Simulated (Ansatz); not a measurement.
Ansatz (a program for electronic structure) input (CCSD(T)/6-31G):

Ansatz 0.2 input:
```yaml
crystal:
  periodic: [false, false, false]
  atoms:
    - {symbol: B, position_ang: [0.10913323, 0.00036412, -0.00122332]}
    - {symbol: C, position_ang: [1.56102088, 0.00520833, -0.01749817]}
    - {symbol: O, position_ang: [-0.71496782, 0.75706920, -0.92824824]}
    - {symbol: O, position_ang: [-0.68891359, -0.76175324, 0.94398497]}
    - {symbol: H, position_ang: [2.15667595, -0.65449753, 0.60977844]}
    - {symbol: H, position_ang: [2.13805050, 0.66882683, -0.65791993]}
    - {symbol: H, position_ang: [-1.49660770, 1.06251640, -0.45727815]}
    - {symbol: H, position_ang: [-1.47885889, -1.07244401, 0.49063147]}
basis:
  gaussian:
    orbitals: 6-31G
total_charge: -1
magnetization: {spin_polarized: false}
correlation: {method: ccsd_t, electrons: outside_noble_gas}
```

Output:

```
Functional definition: HF
integrals: 0.01 GiB planned
531 factors; integrals over basis functions are off by at most 2.3e-4 eV
mean field: 0.10 GiB planned
mean field evaluation 1: about -5835.7121 eV, gradient 2.9e1 eV
mean field evaluation 2: about -5835.7203 eV, gradient 2.9e1 eV
mean field evaluation 4: about -5838.2977 eV, gradient 2.6e0 eV
mean field evaluation 8: about -5838.3262 eV, gradient 3.0e-4 eV
mean field evaluation 16: about -5838.3150 eV, gradient 2.4e-1 eV
mean field -5838.32624803 eV, -214.5545322556 hartree, gradient 9.4e-6 eV, S^2 0.000000; 0 other end points of the search recorded, 0 dependent functions left out
4 core orbitals not correlated
reference -5838.32624803 eV, -214.5545322556 hartree; 12, 12 occupied and 28, 28 virtual orbitals, 531 factors
second order -10.57233342 eV of doubles, -0.00000000 eV of singles
coupled cluster: 0.08 GiB planned
cycle   1  -10.76216486 eV  change   -1.9e-1 eV  update   8.6e-2
cycle   2  -11.11012725 eV  change   -3.5e-1 eV  update   2.8e-2
cycle   3  -11.20707118 eV  change   -9.7e-2 eV  update   1.4e-2
cycle   4  -11.20732321 eV  change   -2.5e-4 eV  update   3.6e-3
cycle   5  -11.20566089 eV  change    1.7e-3 eV  update   1.3e-3
cycle   6  -11.20529054 eV  change    3.7e-4 eV  update   4.0e-4
cycle   7  -11.20506512 eV  change    2.3e-4 eV  update   1.4e-4
cycle   8  -11.20504190 eV  change    2.3e-5 eV  update   4.6e-5
cycle   9  -11.20506873 eV  change   -2.7e-5 eV  update   1.6e-5
perturbative correction -0.23799100 eV, -0.0087460078 hartree
Total energy: -5849.76930776 eV, -214.9750569440 hartree
```

It need not be the lowest isomer of its formula. Whether it binds its extra electron was not tested at this geometry.
